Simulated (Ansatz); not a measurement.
Reaction (cleavage of the Sn–Al bond): `[OH][Al]([SiH3])[SnH3]` + `OBO` → `OB[O][SnH3]` + `[OH][AlH][SiH3]`

Isolated molecules relaxed with PBE0-D4/def2-TZVP in Ansatz; ΔE leaves out vibrations. CBS: MP2 limit from def2 TZ/QZ plus the TZ coupled-cluster correction, frozen cores. This one scheme is used for every species. Functionals use def2-TZVPP. Elements past krypton have def2 core potentials. For Sn outer-core shells are correlated without core-valence functions, which leaves a few kJ/mol of doubt a bond. Each species was taken in one conformer, which may not be the lowest.

| level | ΔE (kJ/mol) |
| --- | --- |
| PBE-D4 | 33.5 |
| r2SCAN-D4 | 22.0 |
| PBE0-D4 | 33.9 |
| B2PLYP | 16.6 |

Task: What does CCSD(T)/CBS give? (An estimate is asked.)

Result: Computed: +18.0 kJ/mol. The listed levels differ from it by 15.5, 4.0, 15.9, -1.4 kJ/mol.

Largest T1 diagnostic among the species: 0.014.

In def2-TZVPP, CCSD(T) changes the Hartree–Fock value by +11.3 kJ/mol (the triples alone add +0.0 kJ/mol) and MP2 by +10.7 kJ/mol.
